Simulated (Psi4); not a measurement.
Cl3In (SMILES [Cl][In]([Cl])[Cl]), singlet, geometry from GFN2-xTB (such geometries of metal compounds can be far from the true shape) (all electrons, no relativity); R2SCAN/STO-3G (Psi4).

The Psi4 input:
```
memory 2 GB

molecule mol {
0 1
In   -0.000000   -0.000000    0.000000
Cl    2.244496   -0.203900   -0.440003
Cl   -0.903256   -1.011513    1.853081
Cl   -1.341240    1.215412   -1.413078
}

set {
  basis sto-3g
  reference rks
  scf_type pk
  puream true
  d_convergence 1e-8
  dft_radial_points 99
  dft_spherical_points 590
}

energy('r2scan')
print_variables()
```

What the program printed (banner, timings and long lists left out):

```
   => Loading Basis Set <=

    Name: STO-3G
    Role: ORBITAL
    Keyword: BASIS

         ---------------------------------------------------------
                                   SCF
               by Justin Turney, Rob Parrish, Andy Simmonett
                          and Daniel G. A. Smith
                              RKS Reference
         ---------------------------------------------------------

  ==> Geometry <==

    Molecular point group: c1
    Full point group: C1

    Geometry (in Angstrom), charge = 0, multiplicity = 1:

       Center              X                  Y                   Z               Mass
    ------------   -----------------  -----------------  -----------------  -----------------
         IN           0.000000000000     0.000000159086     0.000000000000   114.903878776000
         CL           2.244496000000    -0.203899840914    -0.440003000000    34.968852682000
         CL          -0.903256000000    -1.011512840914     1.853081000000    34.968852682000
         CL          -1.341240000000     1.215412159086    -1.413078000000    34.968852682000

  Running in c1 symmetry.

  Rotational constants: A =      0.06095  B =      0.06095  C =      0.03047 [cm^-1]
  Rotational constants: A =   1827.22433  B =   1827.22319  C =    913.61188 [MHz]
  Nuclear repulsion =  691.246050467752980

  Charge       = 0
  Multiplicity = 1
  Electrons    = 100
  Nalpha       = 50
  Nbeta        = 50

  ==> Algorithm <==

  SCF Algorithm Type is PK.
  DIIS enabled.
  MOM disabled.
  Fractional occupation disabled.
  Guess Type is SAD.
  Energy threshold   = 1.00e-06
  Density threshold  = 1.00e-08
  Integral threshold = 1.00e-12

  ==> Primary Basis <==

  Basis Set: STO-3G
    Blend: STO-3G
    Number of shells: 26
    Number of basis functions: 54
    Number of Cartesian functions: 56
    Spherical Harmonics?: true
    Max angular momentum: 2

  ==> DFT Potential <==

   => LibXC <=

    Version 7.1.2
    S. Lehtola, C. Steigemann, M. J. T. Oliveira, and M. A. L. Marques,  SoftwareX 7, 1–5 (2018) (10.1016/j.softx.2017.11.002)

   => Composite Functional: R2SCAN <=

    r2SCAN Meta-GGA XC Functional  (0.1021/acs.jpclett.0c02405)
    J. W. Furness, A. D. Kaplan, J. Ning, J. P. Perdew, J. Sun  J. Phys. Chem. Lett.  11, 8208–8215, 2020

    Deriv               =              1
    GGA                 =           TRUE
    Meta                =           TRUE

    Exchange Hybrid     =          FALSE
    MP2 Hybrid          =          FALSE

   => Exchange Functionals <=

    1.0000   XC_MGGA_X_R2SCAN

   => Correlation Functionals <=

    1.0000   XC_MGGA_C_R2SCAN

   => LibXC Density Thresholds  <==

    XC_MGGA_C_R2SCAN:  1.00E-15
    XC_MGGA_X_R2SCAN:  1.00E-11

   => Molecular Quadrature <=

    Radial Scheme          =       TREUTLER
    Pruning Scheme         =           NONE
    Nuclear Scheme         =       TREUTLER

    Blocking Scheme        =         OCTREE
    BS radius alpha        =              1
    Pruning alpha          =              1
    Radial Points          =             99
    Spherical Points       =            590
    Total Points           =         205493
    Total Blocks           =           1571
    Max Points             =            256
    Max Functions          =             45
    Weights Tolerance      =       1.00E-15

  ==> Integral Setup <==

  Using in-core PK algorithm.
   Calculation information:
      Number of atoms:                   4
      Number of AO shells:              26
      Number of primitives:             78
      Number of atomic orbitals:        56
      Number of basis functions:        54

      Integral cutoff                 1.00e-12
      Number of threads:                 1

  Performing in-core PK
  Using 2206710 doubles for integral storage.
  We computed 35531 shell quartets total.
  Whereas there are 61776 unique shell quartets.

  ==> DiskJK: Disk-Based J/K Matrices <==

    J tasked:                  Yes
    K tasked:                   No
    wK tasked:                  No
    Schwarz Cutoff:          1E-12

  Minimum eigenvalue in the overlap matrix is 3.3811010268E-01.
  Reciprocal condition number of the overlap matrix is 1.9197458356E-01.
    Using symmetric orthogonalization.

  ==> Pre-Iterations <==

  SCF Guess: Superposition of Atomic Densities via on-the-fly atomic UHF (no occupation information).

   -------------------------
    Irrep   Nso     Nmo
   -------------------------
     A         54      54
   -------------------------
    Total      54      54
   -------------------------

  ==> Iterations <==

                        Total Energy        Delta E     RMS |[F,P]|

   @RKS iter SAD: -7048.75450814496253   -7.04875e+03   0.00000e+00
   @RKS iter   1: -7050.65260757224314   -1.89810e+00   8.44941e-03 ADIIS/DIIS
   @RKS iter   2: -7050.65328588064222   -6.78308e-04   7.65191e-03 ADIIS/DIIS
   @RKS iter   3: -7050.83271789956325   -1.79432e-01   6.48021e-04 ADIIS/DIIS
   @RKS iter   4: -7050.83395216876306   -1.23427e-03   5.68474e-05 DIIS
   @RKS iter   5: -7050.83396472576987   -1.25570e-05   5.78486e-06 DIIS
   @RKS iter   6: -7050.83396485675166   -1.30982e-07   3.53130e-07 DIIS
   @RKS iter   7: -7050.83396485728099   -5.29326e-10   4.56272e-08 DIIS
   @RKS iter   8: -7050.83396485728827   -7.27596e-12   1.45604e-08 DIIS
   @RKS iter   9: -7050.83396485728917   -9.09495e-13   1.34770e-10 DIIS
  Energy and wave function converged.

  ==> Post-Iterations <==

   Electrons on quadrature grid:
      Ntotal   =  100.0000013405 ; deviation = 1.341e-06

    Orbital Energies [Eh]
    ---------------------

    Doubly Occupied:

[...]
    Virtual:

[...]
      54A      0.196209

    Final Occupation by Irrep:
              A
    DOCC [    50 ]
    NA   [    50 ]
    NB   [    50 ]

  @RKS Final Energy: -7050.83396485728917

   => Energetics <=

    Nuclear Repulsion Energy =            691.2460504677529798
    One-Electron Energy =              -11135.5023091324728739
    Two-Electron Energy =                3634.9705010744119136
    DFT Exchange-Correlation Energy =    -241.5482072669810805
    Empirical Dispersion Energy =           0.0000000000000000
    VV10 Nonlocal Energy =                  0.0000000000000000
    Total Energy =                      -7050.8339648572891747

Computation Completed

Properties will be evaluated at   0.000000,   0.000000,   0.000000 [a0]

Properties computed using the SCF density matrix

 Multipole Moments:

 ------------------------------------------------------------------------------------
     Multipole            Electronic (a.u.)      Nuclear  (a.u.)        Total (a.u.)
 ------------------------------------------------------------------------------------

 L = 1.  Multiply by 2.5417464519 to convert [e a0] to [Debye]
 Dipole X            :         -0.0000248            0.0000000           -0.0000248
 Dipole Y            :         -0.0000060           -0.0000021           -0.0000080
 Dipole Z            :          0.0000218            0.0000000            0.0000218
 Magnitude           :                                                    0.0000340

 ------------------------------------------------------------------------------------

  Variable Map:
  ----------------------------------------------------------------------------
[...]
  Array Variable Map:
  ----------------------------------------------------------------------------
[...]
[...]
```
